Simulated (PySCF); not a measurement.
Orbital picture of MoCl⁺

PBE0 at R = 2.217 Å; PySCF, scalar-relativistic core potentials, basis sets Mo def2-TZVPPD with ECP28, Cl def2-TZVPPD. State: ⁵Σ⁺ (quintet), unpaired electrons π ↑↑, δ ↑↑. Only the outer orbitals are listed, counted within each symmetry, core potentials removing the inner ones.

| spin | orbital | occ. | ε (eV) | on Mo (%) | main shells (%) |
| --- | --- | --- | --- | --- | --- |
| α | 6σ | 1 | -27.75 | 6 | 94 Cl s |
| α | 7σ | 1 | -16.19 | 30 | 66 Cl p, 23 Mo d |
| α | 3π | 1 | -15.70 | 46 | 53 Cl p, 46 Mo d |
| α | 3π | 1 | -15.70 | 46 | 53 Cl p, 46 Mo d |
| α | 1δ | 1 | -13.92 | 100 | 100 Mo d |
| α | 1δ | 1 | -13.92 | 100 | 100 Mo d |
| α | 4π | 1 | -12.92 | 56 | 53 Mo d, 44 Cl p |
| α | 4π | 1 | -12.92 | 56 | 53 Mo d, 44 Cl p |
| α | 8σ | 0 | -10.34 | 95 | 50 Mo s, 45 Mo d |
| α | 9σ | 0 | -8.29 | 86 | 38 Mo s, 28 Mo p, 20 Mo d |
| α | 5π | 0 | -5.45 | 102 | 101 Mo p |
| β | 5σ | 1 | -49.04 | 99 | 99 Mo p |
| β | 2π | 1 | -48.07 | 100 | 100 Mo p |
| β | 2π | 1 | -48.07 | 100 | 100 Mo p |
| β | 6σ | 1 | -27.58 | 4 | 95 Cl s |
| β | 7σ | 1 | -15.93 | 20 | 77 Cl p, 14 Mo d |
| β | 3π | 1 | -14.60 | 11 | 88 Cl p, 10 Mo d |
| β | 3π | 1 | -14.60 | 11 | 88 Cl p, 10 Mo d |
| β | 8σ | 0 | -8.44 | 94 | 51 Mo d, 43 Mo s |
| β | 1δ | 0 | -7.86 | 99 | 99 Mo d |
| β | 1δ | 0 | -7.86 | 99 | 99 Mo d |

Problem. Which are the highest filled and the lowest empty level, where do they sit, and how wide is the gap?

Solution. Highest filled α 4π at -12.92 eV (in %: 53 Mo d, 44 Cl p); lowest empty α 8σ at -10.34 eV (in %: 50 Mo s, 45 Mo d); the gap at PBE0 is 2.58 eV.

```json
{
  "bond order (Mayer)": "1.33",
  "⟨S²⟩": "6.018",
  "charge on Mo (Mulliken, basis-dependent)": "1.15",
  "charge on Mo (Löwdin, basis-dependent)": "0.90",
  "dipole moment (positive dipole points towards Cl; it is taken about the centre of mass and depends on that origin)": "-4.88 D",
  "polarisability along the bond": "52.6 bohr³",
  "polarisability across the bond": "44.4 bohr³"
}
```

Shares are Mulliken populations and can fall outside 0 to 100 %.

Spin–orbit coupling is left out. With d or f electrons several states lie close, and the lowest PBE0 determinant need not be the measured ground state.
